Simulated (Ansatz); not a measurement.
Level of theory: Ansatz (a first-principles code) with PBE-D3(BJ)/def2-TZVP. No frequencies were computed at this level.

Ansatz 0.2 input:
```yaml
crystal:
  periodic: [false, false, false]
  atoms:
    - { symbol: C, position_ang: [-1.057956, -1.731843, -0.085387] }
    - { symbol: C, position_ang: [-1.188216, -0.417595, -0.214777] }
    - { symbol: C, position_ang: [-0.114767, 0.553082, -0.066914] }
    - { symbol: C, position_ang: [-0.389793, 1.850535, -0.225111] }
    - { symbol: Si, position_ang: [1.643032, -0.016716, 0.343213] }
    - { symbol: H, position_ang: [-0.111939, -2.191419, 0.147273] }
    - { symbol: H, position_ang: [-1.895641, -2.398004, -0.207836] }
    - { symbol: H, position_ang: [-2.162971, -0.002434, -0.449929] }
    - { symbol: H, position_ang: [0.365962, 2.611609, -0.12712] }
    - { symbol: H, position_ang: [-1.384457, 2.203051, -0.45958] }
    - { symbol: H, position_ang: [2.14115, -0.90422, -0.712184] }
    - { symbol: H, position_ang: [1.654056, -0.721996, 1.628556] }
    - { symbol: H, position_ang: [2.501539, 1.165946, 0.429797] }
basis:
  gaussian: { orbitals: def2-tzvp }
hamiltonian:
  xc: pbe
  dispersion: d3bj
relax:
  max_steps: 150
```

Output:

```
Functional definition: PBE
1324 factors; their error is unknown
mean field evaluation 1: about -12132.9865 eV, gradient 7.2e1 eV
mean field evaluation 2: about -12108.6985 eV, gradient 1.2e2 eV
mean field evaluation 4: about -12145.5549 eV, gradient 1.9e1 eV
mean field evaluation 8: about -12146.3935 eV, gradient 1.8e-1 eV
mean field evaluation 16: about -12146.3547 eV, gradient 6.8e-3 eV
mean field -12146.35468006 eV, -446.3703013974 hartree, gradient 2.8e-5 eV, S^2 0.000000; 0 other end points of the search recorded, 0 dependent functions left out
reference -12146.35472699 eV, -446.3703031221 hartree; 23, 23 occupied and 186, 186 virtual orbitals, 1324 factors
relax step   1: F+E_penalty+E_count = -12146.66203640 eV  Δ(F+E_penalty+E_count) = +0.000e0 eV  max|allowed force component| = 6.863e-1 eV/Å  Δτ_max = 0.0000 Å  (32 SCF iters, accepted)
these checks for a lower state are left out or cut short: starts, cluster_reference, orbital_swaps, neighbouring_geometries, increment
1324 factors; their error is unknown
mean field -12146.41472501 eV, -446.3725080085 hartree, gradient 1.3e-5 eV, S^2 0.000000; 0 other end points of the search recorded, 0 dependent functions left out
reference -12146.41477204 eV, -446.3725097369 hartree; 23, 23 occupied and 186, 186 virtual orbitals, 1324 factors
relax step   2: F+E_penalty+E_count = -12146.72042596 eV  Δ(F+E_penalty+E_count) = -5.839e-2 eV  max|allowed force component| = 2.405e-1 eV/Å  Δτ_max = 0.0281 Å  (35 SCF iters, accepted)
these checks for a lower state are left out or cut short: starts, cluster_reference, orbital_swaps, neighbouring_geometries, increment
1324 factors; their error is unknown
mean field evaluation 32: about -12146.4208 eV, gradient 2.9e-4 eV
mean field -12146.42081677 eV, -446.3727318767 hartree, gradient 1.4e-5 eV, S^2 0.000000; 0 other end points of the search recorded, 0 dependent functions left out
reference -12146.42086384 eV, -446.3727336065 hartree; 23, 23 occupied and 186, 186 virtual orbitals, 1324 factors
relax step   3: F+E_penalty+E_count = -12146.72604578 eV  Δ(F+E_penalty+E_count) = -5.620e-3 eV  max|allowed force component| = 4.803e-2 eV/Å  Δτ_max = 0.0148 Å  (34 SCF iters, accepted)
these checks for a lower state are left out or cut short: starts, cluster_reference, orbital_swaps, neighbouring_geometries, increment
1324 factors; their error is unknown
mean field -12146.42090927 eV, -446.3727352760 hartree, gradient 1.4e-5 eV, S^2 0.000000; 0 other end points of the search recorded, 0 dependent functions left out
reference -12146.42095633 eV, -446.3727370053 hartree; 23, 23 occupied and 186, 186 virtual orbitals, 1324 factors
relax step   4: F+E_penalty+E_count = -12146.72616165 eV  Δ(F+E_penalty+E_count) = -1.159e-4 eV  max|allowed force component| = 1.956e-2 eV/Å  Δτ_max = 0.0056 Å  (35 SCF iters, accepted)
these checks for a lower state are left out or cut short: starts, cluster_reference, orbital_swaps, neighbouring_geometries, increment
1324 factors; their error is unknown
mean field -12146.42091160 eV, -446.3727353615 hartree, gradient 1.4e-5 eV, S^2 0.000000; 0 other end points of the search recorded, 0 dependent functions left out
reference -12146.42095866 eV, -446.3727370908 hartree; 23, 23 occupied and 186, 186 virtual orbitals, 1324 factors
relax step   5: F+E_penalty+E_count = -12146.72616323 eV  Δ(F+E_penalty+E_count) = -1.576e-6 eV  max|allowed force component| = 1.843e-2 eV/Å  Δτ_max = 0.0010 Å  (35 SCF iters, accepted)
these checks for a lower state are left out or cut short: starts, cluster_reference, orbital_swaps, neighbouring_geometries, increment
1324 factors; their error is unknown
mean field -12146.42094624 eV, -446.3727366345 hartree, gradient 1.4e-5 eV, S^2 0.000000; 0 other end points of the search recorded, 0 dependent functions left out
reference -12146.42099329 eV, -446.3727383634 hartree; 23, 23 occupied and 186, 186 virtual orbitals, 1324 factors
relax step   6: F+E_penalty+E_count = -12146.72619688 eV  Δ(F+E_penalty+E_count) = -3.365e-5 eV  max|allowed force component| = 2.768e-3 eV/Å  Δτ_max = 0.0034 Å  (35 SCF iters, accepted)
1324 factors; their error is unknown
mean field evaluation 64: about -12133.5549 eV, gradient 7.1e1 eV
mean field -12146.42094624 eV, -446.3727366345 hartree, gradient 1.4e-5 eV, S^2 0.000000; 1 other end points of the search recorded, 0 dependent functions left out
reference -12146.42099329 eV, -446.3727383634 hartree; 23, 23 occupied and 186, 186 virtual orbitals, 1324 factors
Total energy: -12146.72624392 eV, -446.3839561174 hartree
Atom 0 at    -1.068463    -1.755188    -0.085443 Å, force    -0.000938    -0.000378    -0.000689 eV/Å
Atom 1 at    -1.201304    -0.424790    -0.216876 Å, force     0.001357     0.001083     0.000652 eV/Å
Atom 2 at    -0.125774     0.552645    -0.068895 Å, force    -0.001445    -0.000635    -0.002223 eV/Å
Atom 3 at    -0.375397     1.871428    -0.223860 Å, force     0.000135    -0.000186     0.000566 eV/Å
Atom 4 at     1.628538    -0.003116     0.339123 Å, force     0.001985     0.002768     0.000731 eV/Å
Atom 5 at    -0.107944    -2.220056     0.150807 Å, force     0.000094    -0.000267     0.000557 eV/Å
Atom 6 at    -1.917898    -2.426959    -0.210049 Å, force     0.000005    -0.000221    -0.000157 eV/Å
Atom 7 at    -2.190079    -0.012557    -0.455157 Å, force    -0.000735     0.000074     0.000265 eV/Å
Atom 8 at     0.404387     2.627847    -0.120405 Å, force    -0.000008    -0.000712    -0.000020 eV/Å
Atom 9 at    -1.381379     2.234141    -0.461766 Å, force     0.000246     0.000452     0.000172 eV/Å
Atom 10 at     2.165650    -0.918679    -0.715938 Å, force     0.000255    -0.000326    -0.000039 eV/Å
Atom 11 at     1.674928    -0.736236     1.643052 Å, force     0.000377    -0.000489     0.000456 eV/Å
Atom 12 at     2.494734     1.211516     0.425409 Å, force    -0.001329    -0.001162    -0.000269 eV/Å
Dipole moment:    -0.140588     0.045261    -0.032881 e Å
```

Cost: about 70 core-seconds (a rough figure).
